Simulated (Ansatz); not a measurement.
Stepwise reaction of `CC(C)[NH][Zr]([Cl])([Cl])[NH]C(C)C` with hydrogen chloride, as a gas-phase model of exchange steps in deposition or etching. ΔE in kJ/mol.

Isolated molecules relaxed with PBE0-D4/def2-TZVP in Ansatz; ΔE leaves out vibrations. CCSD(T)/CBS adds triple-zeta CCSD(T) − MP2 to the extrapolated MP2 energy (def2 sets, frozen cores). This one scheme is used for every species. Functionals use def2-TZVPP. B3LYP here is the variant with VWN-RPA as its local correlation; programs differ in this. Elements past krypton have def2 core potentials. For Zr outer-core shells are correlated without core-valence functions, which leaves a few kJ/mol of doubt a bond. Each species was taken in one conformer, which may not be the lowest.

```
step                                                                                 reaction  PBE-D4  B3LYP-D4  ωB97M-V  CCSD(T)/CBS
   1  `CC(C)[NH][Zr]([Cl])([Cl])[NH]C(C)C` + HCl → `CC(C)[NH][Zr]([Cl])([Cl])[Cl]` + `CC(C)N`   -89.2     -90.5    -93.0        -90.0
   2            `CC(C)[NH][Zr]([Cl])([Cl])[Cl]` + HCl → `[Cl][Zr]([Cl])([Cl])[Cl]` + `CC(C)N`   -71.5     -70.8    -72.3        -68.3
```

By hand: ΔE of the 2 steps together at CCSD(T)/CBS.

(-90.0) + (-68.3) = -158.3 kJ/mol, or -79.2 kJ/mol a step.

In ΔE each step is higher than the one before. All are downhill at CCSD(T)/CBS. PBE-D4 differs from CCSD(T)/CBS by -3.2 to 0.8 kJ/mol a step. Isolated molecules leave out the surface, adducts and barriers. Largest T1 diagnostic: 0.015.
